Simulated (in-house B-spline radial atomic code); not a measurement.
The outermost shell (largest non-relativistic mean radius) with and without relativity; Dirac values are averaged over j. Computed with an all-electron radial atomic-structure program (B-spline basis): non-relativistic Hartree-Fock and Dirac-Hartree-Fock, averages of the configuration (point nuclei without relativity, finite nuclei with it).

| ion | configuration | outermost shell | radius non-relativistic (bohr) | radius Dirac (bohr) | radius change (%) | level non-relativistic (eV) | level Dirac (eV) | spin-orbit splitting (eV) |
| --- | --- | --- | --- | --- | --- | --- | --- | --- |
| As6+ | [Ar] 3d9 | 3d | 0.62943 | 0.63117 | 0.27682 | -154.294 | -153.42 | 0.83519 |
| Se6+ | [Ar] 3d10 | 3d | 0.60966 | 0.61137 | 0.27987 | -158.434 | -157.49 | 0.97921 |
| Br6+ | [Ar] 3d10 4s1 | 4s | 1.4691 | 1.4474 | -1.477 | -100.381 | -101.89 | - |
| Kr6+ | [Ar] 3d10 4s2 | 4s | 1.4053 | 1.3837 | -1.5329 | -105.582 | -107.23 | - |
| Rb6+ | [Ar] 3d10 4s2 4p1 | ? | ? | ? | ? | ? | ? | ? |
| Sr6+ | [Ar] 3d10 4s2 4p2 | 4p | 1.3788 | 1.3705 | -0.60336 | -102.655 | -103.1 | 1.5791 |
| Zr6+ | [Ar] 3d10 4s2 4p4 | 4p | 1.2639 | 1.2555 | -0.67178 | -113.937 | -114.49 | 2.2012 |
| Nb6+ | [Ar] 3d10 4s2 4p5 | 4p | 1.2136 | 1.205 | -0.70866 | -119.689 | -120.3 | 2.5718 |
| Mo6+ | [Ar] 3d10 4s2 4p6 | ? | ? | ? | ? | ? | ? | ? |
| Tc6+ | [Kr] 4d1 | 4d | 1.3187 | 1.3268 | 0.6097 | -88.965 | -88.151 | 0.42471 |
| Ru6+ | [Kr] 4d2 | ? | ? | ? | ? | ? | ? | ? |
| Rh6+ | [Kr] 4d3 | 4d | 1.2071 | 1.214 | 0.56914 | -97.359 | -96.459 | 0.60024 |

(1) Fill in the row of Rb6+.

(2) Fill in the row of Mo6+.

(3) Fill in the row of Ru6+.

(4) Which member changes most?

Answers

(1) outermost shell: 4p; radius non-relativistic (bohr): 1.4449; radius Dirac (bohr): 1.4366; radius change (%): -0.57217; level non-relativistic (eV): -97.123; level Dirac (eV): -97.519; spin-orbit splitting (eV): 1.3216.

(2) outermost shell: 4p; radius non-relativistic (bohr): 1.1679; radius Dirac (bohr): 1.1591; radius change (%): -0.74708; level non-relativistic (eV): -125.514; level Dirac (eV): -126.19; spin-orbit splitting (eV): 2.9866.

(3) outermost shell: 4d; radius non-relativistic (bohr): 1.2602; radius Dirac (bohr): 1.2676; radius change (%): 0.58844; level non-relativistic (eV): -93.174; level Dirac (eV): -92.319; spin-orbit splitting (eV): 0.50733.

(4) Krypton (Kr6+): its 4s shell contracts by 1.5 %.
